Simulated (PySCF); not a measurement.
These are PBE-D3(BJ)/def2-TZVP // PBE0-D3(BJ)/def2-TZVP run with PySCF values and carry that method's errors. All species are isolated molecules in the gas phase. One relaxed conformer stands for a flexible species; it need not be the lowest. 

Reference species (SMILES): `[SiH2]([SiH]=[SiH2])[SiH3]` (Si–Si–Si–Si torsion 96°) (neutral, multiplicity 1).

```json
{
 "HOMO–LUMO gap": "2.42 eV",
 "LUMO": "-2.84 eV",
 "HOMO": "-5.26 eV"
}
```

Changed species: `[SiH3][SiH]1[SiH2][SiH2]1`.

Q: What does the change do to the HOMO–LUMO gap, LUMO and HOMO?

A: the HOMO–LUMO gap rises by 1.49 eV, to 3.91 eV; the LUMO rises by 0.85 eV, to -1.99 eV; the HOMO falls by 0.64 eV, to -5.90 eV.
